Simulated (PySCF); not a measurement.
Compound: C7H10 (charge -1 and doublet state).
Atom-mapped SMILES: `[CH2-:1][CH:2][C@H:3]1[CH:4]=[C:5]([CH3:6])[CH2:7]1` (hydrogens: H8, H9 on C1; H10 on C2; H11 on C3; H12 on C4; H13, H14, H15 on C6; H16, H17 on C7)

Structure used (GFN2-xTB), in Å, numbered top down from 1:
```
atom  x, y, z in Å
C1    -3.0117    0.2118   -0.1123
C2    -1.7084    0.4504    0.2475
C3    -0.7150   -0.6094    0.5392
C4     0.2438   -0.7350   -0.6244
C5     1.3309   -0.2789    0.1152
C6     2.6488    0.3344   -0.2061
C7     0.5174   -0.1769    1.3835
H8    -3.6393    0.9799   -0.5433
H9    -3.4471   -0.7732   -0.0307
H10   -1.3047    1.4480    0.1051
H11   -1.2111   -1.5346    0.8726
H12    0.0487   -0.7750   -1.6880
H13    2.6511    1.4345   -0.0931
H14    3.4490   -0.0451    0.4464
H15    2.9234    0.1110   -1.2389
H16    0.7982   -0.8602    2.2020
H17    0.4189    0.8302    1.8086
```

The hyperfine couplings belong to this conformer and change with its torsions.

The calculation used UKS B3LYP, pcH-1 on C H, non-relativistic, mean-field spin-orbit, GIAO in PySCF. Whether the extra electron is bound in the gas phase wasn't checked; a finite basis holds it in any case. The geometry wasn't refined by DFT: couplings that depend on bond lengths, twists or pyramidal angles can differ widely from those at the functional's own minimum, by a factor of two or more for some ions and for spin on atoms past the first row. Stability of the SCF solution: not tested.

The largest Mulliken spin populations are on C5 (+0.34), C1 (+0.27), C4 (+0.20) and C2 (+0.18). Four atoms exceed +0.15.

Q: McConnell's relation a(H) = Q·ρ ties the coupling of a proton on a planar π carbon to the spin population of that carbon. What Q do the computed values give?

A: 
| H | C | ρ(C) | a(H) (G) | a/ρ (G) |
| --- | --- | --- | --- | --- |
| H8 | C1 | +0.274 | -5.25 | -19.1 |
| H9 | C1 | +0.274 | -5.97 | -21.8 |
| H10 | C2 | +0.177 | -4.83 | -27.3 |
| H12 | C4 | +0.202 | -3.23 | -16.0 |

A least-squares line through the origin gives Q = -20.6 G with Mulliken populations. In McConnell's picture π spin on carbon polarises the C–H bond and leaves opposite spin at the proton, which makes Q negative, as found here.

Q: Leave H8 and its like out of the fit. How well does the relation then predict its coupling?

A: The other protons give Q = -20.9 G, so a = -20.9 × 0.274 = -5.73 G, against the computed -5.25 G.

Couplings in gauss use g_iso = 2.0027.

The SMILES draws the unpaired electron on C2; the largest computed Mulliken spin population is on C5 (0.34 against 0.18).
